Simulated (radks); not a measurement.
Spherical jellium clusters: N electrons in a uniform positive sphere of charge N and radius rs N^(1/3), rs = 4.31 bohr. Calculated with a radial shooting solver with Libxc functionals: non-relativistic Kohn-Sham, LDA (Slater exchange, Perdew-Wang correlation), spin-polarised, spherical densities. Levels are named by radial order and angular momentum (1s, 1p, 1d, 2s, ...), and open shells are averaged over m.

N = 24, configuration 1s2 1p6 1d10 2s2 1f(up 4, down 0). This is the lowest configuration that the search found. Occupied and some empty levels:

level,occupation,eigenvalue (eV),<r> (bohr)
1s up,1,-4.7652,7.883
1s down,1,-4.6266,7.575
1p up,3,-4.2008,9.096
1p down,3,-4.0135,8.961
1d up,5,-3.4492,9.949
1d down,5,-3.2384,9.912
2s up,1,-2.9529,7.840
2s down,1,-2.8551,8.015
1f up,4,-2.5462,10.69
1f down,0,-2.3282,10.72
2p up,0,-1.8956,9.559
2p down,0,-1.7938,9.640
1g up,0,-1.5262,11.44
1g down,0,-1.3146,11.54
2d up,0,-0.91273,11.77
2d down,0,-0.81102,11.96

Energy (eV): total -44.7483, kinetic 36.954, external -1497.9, Hartree 742.50, exchange-correlation -82.708, background 756.44.

Electron density:

r (bohr),n(r) (e/bohr^3)
0.395,0.004174
1.39,0.003934
2.38,0.003513
3.37,0.003065
4.37,0.002763
5.36,0.002717
6.35,0.002922
7.34,0.003245
8.34,0.003459
9.33,0.003338
10.3,0.002787
11.3,0.001952
12.3,0.001125
13.3,0.0005547
14.3,0.0002455
15.3,0.0001011
16.3,0.00003928
17.3,0.00001491
18.3,5.542e-06
19.2,2.032e-06
